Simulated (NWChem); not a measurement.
**Correlation energy of GaO**

```
Ga
O 1 1.7120
```
Charge 0, spin multiplicity 2.

Everything below was run with NWChem. Structure: optimised with UPBE/def2-SVP, a minimum by its harmonic frequencies.

Basis set: def2-TZVP. Each correlation energy counts from its own Hartree-Fock reference.

```tsv
method	correlation energy (mHa)	remark
CCSD[T] on ROHF	-456.8	large amplitudes
SCS-UMP2	-382.9	-
CCSD(T) on ROHF	-450.7	large amplitudes
CCSD[T] on UHF	-445.6	large amplitudes
CCSD on UHF	-419.8	large amplitudes
CCSD on ROHF	-429.2	large amplitudes
CCSD(T) on UHF	-440.3	large amplitudes
UMP2	-403.5	-
```

The values span 73.9 mHa, from CCSD[T] on ROHF (lowest) to SCS-UMP2 (highest). 

The Hamiltonian is non-relativistic. The correlated methods keep 10 core orbitals frozen. The structure started from a generated list of species. The unpaired electrons of the parent sit in orbitals of symmetry a1 (C2v labels of the run); other states weren't searched. No SCF solution was tested for a lower state. Open-shell Hartree-Fock references start from PBE0 orbitals. No row is a measurement; the coupled-cluster row has its own basis-set and correlation limits.
